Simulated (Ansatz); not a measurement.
Reaction (isomerisation): `O=COC[SiH2]S` → `O/C([SiH3])=C(\O)S`

Program: Ansatz. Geometries: PBE0-D4/def2-TZVP. ΔE: electronic, gas phase. CCSD(T)/CBS is the MP2 limit (def2-TZVPP, def2-QZVPP) plus CCSD(T) − MP2 in def2-TZVPP, frozen cores. DFT in def2-TZVPP. B3LYP here is the variant with VWN-RPA as its local correlation; programs differ in this. Each species was taken in one conformer, which may not be the lowest.

| level | ΔE (kcal/mol) | difference from CCSD(T)/CBS |
| --- | --- | --- |
| PBE-D4 | 33.3 | -1.0 |
| r2SCAN-D4 | 35.5 | 1.2 |
| PBE0-D4 | 34.2 | -0.1 |
| B3LYP-D4 | 35.4 | 1.1 |
| ωB97X-V | 37.1 | 2.8 |
| B2PLYP | 36.9 | 2.6 |
| PBE | 34.1 | -0.2 |
| PBE0 | 34.9 | 0.6 |
| HF/def2-TZVPP | 43.1 | 8.8 |
| MP2/def2-TZVPP | 35.4 | 1.1 |
| CCSD(T)/def2-TZVPP | 35.9 | 1.6 |
| HF/def2-QZVPP | 42.8 | 8.5 |
| MP2/def2-QZVPP | 34.4 | 0.1 |
| SCS-MP2/def2-QZVPP | 35.7 | 1.4 |
| MP2/CBS(def2) | 33.8 | -0.5 |
| CCSD/CBS(def2) | 35.3 | 1.0 |
| CCSD(T)/CBS | 34.3 | 0 |

Largest T1 diagnostic among the species: 0.015.

The D4 term adds −1.3 kcal/mol with B3LYP and −0.6 kcal/mol with PBE0; it sums over pairs of atoms, weighted by their polarisabilities, and B3LYP, whose exchange is more repulsive, gets the larger term. From PBE to PBE0 (25 % exact exchange), in def2-TZVPP and without D4, ΔE moves by +0.8 kcal/mol. In def2-TZVPP, CCSD(T) changes the Hartree–Fock value by −7.2 kcal/mol (the triples alone add −1.0 kcal/mol) and MP2 by −7.7 kcal/mol.
